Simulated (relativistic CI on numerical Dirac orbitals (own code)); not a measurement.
**Hyperfine structure of Dy7+, mass number 161**

Computed by Dirac-Coulomb-Breit CI, KLI orbitals optimised for each configuration, a model potential for QED, unscaled Slater integrals (own radial code, finite nucleus).

Configuration list (outside the closed core [Kr] 4d10): 4f9.5s2.5p2, 4f10.5s2.5d, 4f11.5s.5p. The list is cut by size and lacks configurations that can hold low levels.

Nuclear spin I = 5/2, μ = -0.479 μN, Q = 2.51 b (tables of Stone and Pyykkö). The electronic factors are computed for point nuclear moments, without core polarisation or the Bohr-Weisskopf and QED corrections.

```
               Level  E (cm⁻¹)  A (MHz)  B (MHz)
4f9.5s2.5p2 8G°_15/2       0.0   -61.05    -7870
 4f9.5s2.5p2 8I°_7/2   12344.6   -293.4    -2500
 4f9.5s2.5p2 8I°_5/2   13177.1   -528.5    -5300
 4f9.5s2.5p2 8G°_3/2   17791.2   -66.69     1540
 4f9.5s2.5p2 8G°_1/2   18531.4     -550
```

Levels with J = 0, under 50 % of one LS term, or S terms without an open s electron are left out. Small factors come from cancelling terms and can be off by tens of per cent or more.

At this charge configurations can still be misplaced by up to about 7 % of their energy. Terms inside the open d or f shell come out 10 to 20 % too wide with unscaled integrals. Levels and lines within the n = 5 or 6 shells can be off by up to 10 % or somewhat more, and those that change n by about 2 %, since core polarisation is missing.

Q: Give the hyperfine levels of 4f9.5s2.5p2 8I°_7/2 relative to its centre of gravity.

A: With K = F(F + 1) − I(I + 1) − J(J + 1), E = AK/2 + B[¾K(K + 1) − I(I + 1)J(J + 1)]/[2I(2I − 1)J(2J − 1)]: F = 1: 1960, F = 2: 2088, F = 3: 2012, F = 4: 1411, F = 5: -145.4, F = 6: -3192 MHz.

LS names give the leading component of a level, which can be under half, so a name can repeat, a term be missing and a line seem to break the LS rules.
